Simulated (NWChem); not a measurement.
The numbers come from NWChem runs, not from measurements. System: BI2, charge 1, spin multiplicity 1, at the geometry of a parent with another charge or spin, in a state set for the comparison that need not be this species' ground state. Level: MP2/def2-TZVP with def2 effective core potentials on I, 9 core orbitals frozen.

Job file:

```
start mol
memory heap 200 mb stack 900 mb global 1100 mb
charge 1
geometry units angstroms nocenter noautoz
  I      1.905929     0.000000     0.041152
  B      0.000000     0.000000    -0.872429
  I     -1.905929     0.000000     0.041152
  symmetry group C2v
end
basis spherical
  * library def2-tzvp
end
ecp
  I library def2-ecp
end
scf
  rhf
  nopen 0
  maxiter 100
  thresh 1e-7
  semidirect memsize 60000000 filesize 0
end
mp2
  freeze core 9
end
task mp2 energy
```

Part of the output:

```
             Northwest Computational Chemistry Package (NWChem) 7.3.0
             --------------------------------------------------------

                                NWChem Input Module
                                -------------------

 Scaling coordinates for geometry "geometry" by  1.889725989
 (inverse scale =  0.529177249)

 Turning off AUTOSYM since
 SYMMETRY directive was detected!

                             Geometry "geometry" -> ""
                             -------------------------

 Output coordinates in angstroms (scale by  1.889725989 to convert to a.u.)

  No.       Tag          Charge          X              Y              Z
 ---- ---------------- ---------- -------------- -------------- --------------
    1 I                   53.0000     1.90592900     0.00000000     0.04115200
    2 B                    5.0000     0.00000000     0.00000000    -0.87242900
    3 I                   53.0000    -1.90592900     0.00000000     0.04115200

 Effective nuclear repulsion energy (a.u.)     522.6530480555

            Nuclear Dipole moment (a.u.)
            ----------------------------
        X                 Y               Z
 ---------------- ---------------- ----------------
     0.0000000000     0.0000000000    -0.0000623610

      Symmetry information
      --------------------

 Group name             C2v
 Group number             16
 Group order               4
 No. of unique centers     2

      Symmetry unique atoms

     1    2


 Summary of "ao basis" -> "" (spherical)
 ------------------------------------------------------------------------------
       Tag                 Description            Shells   Functions and Types
 ---------------- ------------------------------  ------  ---------------------
 *                         def2-tzvp                  on all atoms

 Summary of "ao basis" -> "ao basis" (spherical)
 ------------------------------------------------------------------------------
       Tag                 Description            Shells   Functions and Types
 ---------------- ------------------------------  ------  ---------------------
 I                         def2-tzvp                16       50   6s5p3d2f
 B                         def2-tzvp                11       31   5s3p2d1f

                                 NWChem SCF Module
                                 -----------------

  ao basis        = "ao basis"
  functions       =   131
  atoms           =     3
  closed shells   =    27
  open shells     =     0
  charge          =   1.00
  wavefunction    = RHF
  use symmetry    = T
  symmetry adapt  = T

 Summary of "ao basis" -> "ao basis" (spherical)
 ------------------------------------------------------------------------------
       Tag                 Description            Shells   Functions and Types
 ---------------- ------------------------------  ------  ---------------------
 I                         def2-tzvp                16       50   6s5p3d2f
 B                         def2-tzvp                11       31   5s3p2d1f

      Symmetry analysis of basis
      --------------------------

        a1         47
        a2         20
        b1         40
        b2         24

 Forming initial guess at       0.1s

      Superposition of Atomic Density Guess
      -------------------------------------

 Sum of atomic energies:        -718.85837600

 Renormalizing density from      55.00 to     54

      Non-variational initial energy
      ------------------------------

 Total energy =    -615.041248
 1-e energy   =   -1340.614405
 2-e energy   =     576.215477
 HOMO         =      -0.614057
 LUMO         =      -0.373585

      Symmetry analysis of molecular orbitals - initial
      -------------------------------------------------

  Numbering of irreducible representations:

     1 a1          2 a2          3 b1          4 b2

  Orbital symmetries:

     1 a1          2 b1          3 a1          4 a1          5 b1
     6 a1          7 b1          8 b2          9 a2         10 a1
    11 b1         12 a1         13 b2         14 b1         15 a2
    16 a1         17 b2         18 a2         19 b1         20 a1
    21 b1         22 a1         23 b1         24 a1         25 b2
    26 a2         27 b1         28 a1         29 b2         30 a1
    31 b1         32 a1         33 b1         34 a1         35 b2
    36 a1         37 b2

 Starting SCF solution at       1.5s

 ----------------------------------------------
         Quadratically convergent ROHF

 Convergence threshold     :          1.000E-07
 Maximum no. of iterations :          100
 Final Fock-matrix accuracy:          1.000E-09
 ----------------------------------------------

              iter       energy          gnorm     gmax       time
             ----- ------------------- --------- --------- --------
                 1     -617.5389521100  1.72D+00  4.93D-01      1.6
                 2     -617.6964577733  4.82D-01  1.04D-01      1.7
                 3     -617.7074019753  2.32D-01  4.77D-02      1.8
                 4     -617.7098293108  4.67D-03  2.28D-03      2.0
                 5     -617.7098358060  1.46D-05  5.84D-06      2.3
                 6     -617.7098358060  4.44D-09  2.16D-09      2.8

       Final RHF  results
       ------------------

         Total SCF energy =   -617.709835806023
      One-electron energy =  -1353.613685659117
      Two-electron energy =    586.546170086229
 Nuclear repulsion energy =    149.357679766866

        Time for solution =      1.3s

       Symmetry analysis of molecular orbitals - final
       -----------------------------------------------

  Numbering of irreducible representations:

     1 a1          2 a2          3 b1          4 b2

  Orbital symmetries:

     1 a1          2 b1          3 a1          4 b1          5 a1
     6 a2          7 b2          8 b1          9 a1         10 b1
    11 a1         12 a2         13 b2         14 a1         15 b1
    16 a2         17 b1         18 a1         19 b2         20 a1
    21 b1         22 a1         23 b1         24 a1         25 b2
    26 a2         27 b1         28 a1         29 b2         30 a1
    31 b1         32 a1         33 b1         34 a1         35 b2
    36 a1         37 b1

             Final eigenvalues
             -----------------

              1
    1   -8.0221
    2   -7.9741
    3   -7.9741
    4   -5.8278
    5   -5.8278
    6   -5.8192
    7   -5.8192
    8   -5.8188
    9   -5.8188
   10   -2.5240
   11   -2.5239
   12   -2.5194
   13   -2.5194
   14   -2.5192
   15   -2.5191
   16   -2.5093
   17   -2.5093
   18   -2.5093
   19   -2.5093
   20   -1.1575
   21   -1.1185
   22   -0.8140
   23   -0.6908
   24   -0.6305
   25   -0.6277
   26   -0.5827
   27   -0.5748
   28   -0.2406
   29   -0.1802
   30   -0.0882
   31   -0.0359
   32   -0.0327
   33    0.0165
   34    0.0432
   35    0.0536
   36    0.0956
   37    0.0980

                       ROHF Final Molecular Orbital Analysis
                       -------------------------------------

 Vector   25  Occ=2.000000D+00  E=-6.277371D-01  Symmetry=b2
              MO Center=  8.6D-14,  1.2D-14, -1.1D-01, r^2= 4.6D+00
   Bfn.  Coefficient  Atom+Function         Bfn.  Coefficient  Atom+Function
  ----- ------------  ---------------      ----- ------------  ---------------
    17      0.379039  1 I  py                98      0.379039  3 I  py
    11     -0.298573  1 I  py                92     -0.298573  3 I  py
    14      0.233675  1 I  py                95      0.233675  3 I  py
    60      0.153086  2 B  py

 Vector   26  Occ=2.000000D+00  E=-5.827181D-01  Symmetry=a2
              MO Center= -9.7D-14,  2.2D-15,  6.8D-03, r^2= 5.4D+00
   Bfn.  Coefficient  Atom+Function         Bfn.  Coefficient  Atom+Function
  ----- ------------  ---------------      ----- ------------  ---------------
    17      0.423404  1 I  py                98     -0.423404  3 I  py
    11     -0.331210  1 I  py                92      0.331210  3 I  py
    14      0.260797  1 I  py                95     -0.260797  3 I  py

 Vector   27  Occ=2.000000D+00  E=-5.747753D-01  Symmetry=b1
              MO Center=  2.3D-14,  4.1D-15, -1.3D-02, r^2= 5.5D+00
   Bfn.  Coefficient  Atom+Function         Bfn.  Coefficient  Atom+Function
  ----- ------------  ---------------      ----- ------------  ---------------
    18      0.351453  1 I  pz                99     -0.351453  3 I  pz
    12     -0.268670  1 I  pz                93      0.268670  3 I  pz
    16     -0.251935  1 I  px                97     -0.251935  3 I  px
    15      0.210865  1 I  pz                96     -0.210865  3 I  pz
    10      0.203124  1 I  px                91      0.203124  3 I  px

 Vector   28  Occ=0.000000D+00  E=-2.405532D-01  Symmetry=a1
              MO Center=  8.8D-14,  3.7D-15, -8.1D-01, r^2= 4.1D+00
   Bfn.  Coefficient  Atom+Function         Bfn.  Coefficient  Atom+Function
  ----- ------------  ---------------      ----- ------------  ---------------
    55      0.342253  2 B  s                 54      0.336936  2 B  s
    61     -0.295924  2 B  pz                58     -0.269102  2 B  pz
    18      0.240070  1 I  pz                99      0.240070  3 I  pz
    21      0.215078  1 I  pz               102      0.215078  3 I  pz
    64     -0.213370  2 B  pz                12     -0.185908  1 I  pz

 Vector   29  Occ=0.000000D+00  E=-1.801532D-01  Symmetry=b2
              MO Center= -7.6D-14, -2.8D-14, -6.2D-01, r^2= 3.8D+00
   Bfn.  Coefficient  Atom+Function         Bfn.  Coefficient  Atom+Function
  ----- ------------  ---------------      ----- ------------  ---------------
    63      0.446663  2 B  py                60      0.415308  2 B  py
    57      0.348902  2 B  py                20     -0.264326  1 I  py
   101     -0.264326  3 I  py                17     -0.183041  1 I  py
    98     -0.183041  3 I  py

 Vector   30  Occ=0.000000D+00  E=-8.824042D-02  Symmetry=a1
              MO Center=  1.7D-13, -1.5D-14, -2.8D-01, r^2= 7.0D+00
   Bfn.  Coefficient  Atom+Function         Bfn.  Coefficient  Atom+Function
  ----- ------------  ---------------      ----- ------------  ---------------
    54      0.839531  2 B  s                 19      0.493548  1 I  px
   100     -0.493548  3 I  px                64      0.406291  2 B  pz
     6     -0.306330  1 I  s                 87     -0.306330  3 I  s
    61      0.244108  2 B  pz                58      0.205969  2 B  pz
    53      0.187852  2 B  s                 16      0.182119  1 I  px

 center of mass
 --------------
 x =   0.00000000 y =   0.00000000 z =   0.00599130

 moments of inertia (a.u.)
 ------------------
          31.449251601262           0.000000000000           0.000000000000
           0.000000000000        3323.784825609638           0.000000000000
           0.000000000000           0.000000000000        3292.335574008376

  Mulliken analysis of the total density
  --------------------------------------

    Atom       Charge   Shell Charges
 -----------   ------   -------------------------------------------------------
    1 I   25    24.56   0.19 -0.77  1.58  1.01  1.14  0.77 -0.49  6.44  1.31  2.66  0.67  9.23  0.76  0.05  0.01  0.00
    2 B    5     4.89   0.92  1.06  0.53  0.73 -0.01  0.58  0.84  0.06  0.02  0.14  0.01
    3 I   25    24.56   0.19 -0.77  1.58  1.01  1.14  0.77 -0.49  6.44  1.31  2.66  0.67  9.23  0.76  0.05  0.01  0.00

       Multipole analysis of the density wrt the origin
       ------------------------------------------------

     L   x y z        total         open         nuclear
     -   - - -        -----         ----         -------
     0   0 0 0      1.000000      0.000000     55.000000

     1   1 0 0     -0.000000      0.000000      0.000000
     1   0 1 0     -0.000000      0.000000      0.000000
     1   0 0 1     -0.475710      0.000000     -4.354959

     2   2 0 0    -26.860405      0.000000    648.606225
     2   1 1 0     -0.000000      0.000000      0.000000
     2   1 0 1     -0.000000      0.000000      0.000000
     2   0 2 0    -41.519953      0.000000      0.000000
     2   0 1 1     -0.000000      0.000000      0.000000
     2   0 0 2    -37.980930      0.000000     13.892641

                   NWChem MP2 Semi-direct Energy/Gradient Module
                   ---------------------------------------------

  Basis functions       =    131
  Molecular orbitals    =    131
  Frozen core           =      9
  Frozen virtuals       =      0
  Active alpha occupied =     18
  Active beta occupied  =     18
  Active alpha virtual  =    104
  Active beta virtual   =    104
  Use MO symmetry       = T
  Use skeleton AO sym   = T

  AO/Fock/Back tols     =   1.0D-09  1.0D-09  1.0D-09

 GA uses MA = F    GA memory limited = T

 Available:
  local mem=  1.26D+08
 global mem=  1.44D+08
 local disk=  0.00D+00
  mp2_memr nvloc                   104
  nvloc new                   104
   1 passes of  18:        5242880                     128571                  51584283.
   1 passes of  18: M    126139779           G      144144878           F     120896899.

 Semi-direct pass number   1 of   1  for RHF alpha+beta  at        2.9s
  vrange nnbf                  8100
  mp2_eaftype                   196  avail_ma_in_mb                  1099
 EAF : mp2_eaftype filesize         196   25792142.
  mp2_eaf for mointskh                    196
Node 0 wrote    121.3 Mb in      0.0 s     Agg I/O rate:  2790.2 Mb/s
 Done moints_semi at        8.8s
  mp2_eaftype                   196  avail_ma_in_mb                   903
 EAF : mp2_eaftype filesize         196   25792142.
  mp2_eaf for kh                   196
 Done maket at        9.1s
 Done multipass loop at        9.1s

          -------------------------------------------
          SCF energy                -617.709835806023
          Correlation energy          -1.070771002306
          Singlet pairs               -0.490500208009
          Triplet pairs               -0.580270794297
          Total MP2 energy          -618.780606808329
          -------------------------------------------

          ---------------------------------------------------
                    Spin Component Scaled (SCS) MP2
          Same spin pairs                     -0.386847196198
          Same spin scaling factor             0.333333333333
          Opposite spin pairs                 -0.683923806108
          Opposite spin scaling fact.          1.200000000000
          SCS-MP2 correlation energy          -0.949657632729
          Total SCS-MP2 energy              -618.659493438752
          ---------------------------------------------------

 -----------------------
 Performance information
 -----------------------

 Timer overhead =  9.65D-08 seconds/call

               Nr. of calls         CPU time (s)                 Wall time (s)                GFlops
             ---------------    -------------------     ------------------------------   -------------------
Name         Min   Avg   Max    Min     Avg     Max     Min     Avg     Max   Mx/calls   Min     Max     Sum
mp2: moin     1     1     1    5.9     5.9     5.9      5.9     5.9     5.9     5.9      0.0     0.0     0.0
mp2: make     1     1     1   0.34    0.34    0.34     0.34    0.34    0.34    0.34      0.0     0.0     0.0
mp2: tota     1     1     1    6.3     6.3     6.3      6.3     6.3     6.3     6.3      0.0     0.0     0.0

 The average no. of pstat calls per process was 3.00D+00
 with a timing overhead of 2.90D-07s

 Task  times  cpu:        9.1s     wall:        9.1s

 Total times  cpu:        9.2s     wall:        9.2s
```
